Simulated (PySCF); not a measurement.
# [IH6]+: trigonal twist

These are results of PBE0/[I def2-TZVP with ECP28, H def2-TZVP], scalar-relativistic core potentials, density fitting, no spin–orbit coupling, PySCF, not measurements.

Rigid scan from the singlet minimum (I–H 1.706 Å (×6); H–I–H 90.0° (×12), H–I–H 180.0° (×3)). Coordinate: D3 path, twist of the two triangles (60 octahedral, 0 prismatic), bonds and polar angle fixed. Energies in kJ/mol from the minimum.

Q: Predict the curve at 0, 10, 20, 30, 40, 50, 60.

A: 
```
twist angle (°)  E (kJ/mol)
              0       257.8
             10       235.8
             20       180.5
             30       113.5
             40        53.9
             50        14.0
             60         0.0
```

With the bonds held, the prismatic shape lies 257.8 kJ/mol from the minimum.

Other isomers or separated fragments may lie lower.
